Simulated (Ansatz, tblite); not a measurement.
Forces on ReAu4⁻ at its PBE0-D4/def2-SVPD geometry. Charge -1, multiplicity 1.

In the def2 sets Au, Re take a core potential; there is no spin–orbit coupling. The xTB rows come from tblite. The restricted singlet is unstable towards broken spin symmetry at other levels; at PBE-D4/def2-TZVPD this wasn't settled. At PBE-D4/def2-TZVPD an occupied level lies above an empty one. Another isomer (singlet) lies 1.36 eV lower at PBE0-D4/def2-TZVPD; other spin states weren't run for this one.

GFN1-xTB (tblite), largest force 2.87 eV/Å:

```xyz
5
positions Å, forces eV/Å
Re    1.600   -2.003    0.017   -2.165    1.883   -0.012
Au   -0.953   -1.952    0.036    1.807   -0.583   -0.005
Au    1.091    0.454   -0.016    0.501   -1.543    0.020
Au   -0.046    2.882   -0.042    0.051   -0.249    0.003
Au   -1.692    0.618    0.004   -0.194    0.492   -0.006
```

PBE-D4/def2-TZVPD (Ansatz), largest force 0.77 eV/Å:

```
Re -0.616 0.467 -0.003
Au 0.470 -0.069 -0.002
Au 0.071 -0.307 0.005
Au 0.006 -0.134 0.002
Au 0.070 0.044 -0.001
```
